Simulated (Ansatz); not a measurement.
Born–Oppenheimer molecular dynamics of CH7AlO3 (12 atoms, charge 0, multiplicity 1). It starts at the highest image of a converged band, a first-order saddle point between two minima.

The calculation used UKS BLYP-D4/6-31G* in Ansatz.

| Quantity | Value |
| --- | --- |
| ensemble | NVE (velocity Verlet) |
| time step | 0.5 fs |
| steps asked | 200 |
| starting velocities drawn for | 300 K |
| seed | 11416 |

First frame:

```xyz
12
Properties=species:S:1:pos:R:3
Al 0.663 0.032 0.199
O 0.019 1.611 -0.638
O 1.200 0.172 1.839
O 1.665 -0.822 -0.929
H -0.834 0.750 -0.580
C -1.376 -0.573 -0.077
H 0.354 1.685 -1.561
H 0.857 0.898 2.392
H 2.498 -1.190 -0.580
H -2.261 -0.115 0.396
H -1.119 -1.429 0.582
H -1.667 -1.018 -1.042
```

(1) How far do the bonds stretch over the last three quarters of this one trajectory? (Pairs bonded in most of those frames.)

## Answers

(1) 
```json
{"bond": "Al1–O2", "mean (Å)": "1.727", "spread (Å)": "0.049", "shortest": "1.65", "longest": "1.82"}
{"bond": "Al1–O3", "mean (Å)": "1.728", "spread (Å)": "0.026", "shortest": "1.67", "longest": "1.77"}
{"bond": "Al1–O4", "mean (Å)": "1.733", "spread (Å)": "0.024", "shortest": "1.69", "longest": "1.77"}
{"bond": "O2–H7", "mean (Å)": "0.979", "spread (Å)": "0.015", "shortest": "0.96", "longest": "1.00"}
{"bond": "O3–H8", "mean (Å)": "0.978", "spread (Å)": "0.003", "shortest": "0.97", "longest": "0.98"}
{"bond": "O4–H9", "mean (Å)": "0.982", "spread (Å)": "0.019", "shortest": "0.95", "longest": "1.02"}
{"bond": "H5–C6", "mean (Å)": "1.123", "spread (Å)": "0.078", "shortest": "1.00", "longest": "1.24"}
{"bond": "C6–H10", "mean (Å)": "1.103", "spread (Å)": "0.010", "shortest": "1.08", "longest": "1.12"}
{"bond": "C6–H11", "mean (Å)": "1.108", "spread (Å)": "0.012", "shortest": "1.08", "longest": "1.14"}
{"bond": "C6–H12", "mean (Å)": "1.107", "spread (Å)": "0.035", "shortest": "1.05", "longest": "1.16"}
```

Mean temperature of the second half: 975 K. The conserved energy stayed within 0.35 meV per atom of its start (net change 0.04 meV per atom), so the integration is sound. The system heated up, since it started high on the potential surface and ran downhill. A run of 0.1 ps of so small a system gives no equilibrium averages. The orbitals stay closed-shell, which can raise the energy where a bond breaks towards radicals; this wasn't checked here.

Time of the run: 17 min on 2 threads of Arm Neoverse N1, with other jobs on the host, peak memory 0.29 GiB.
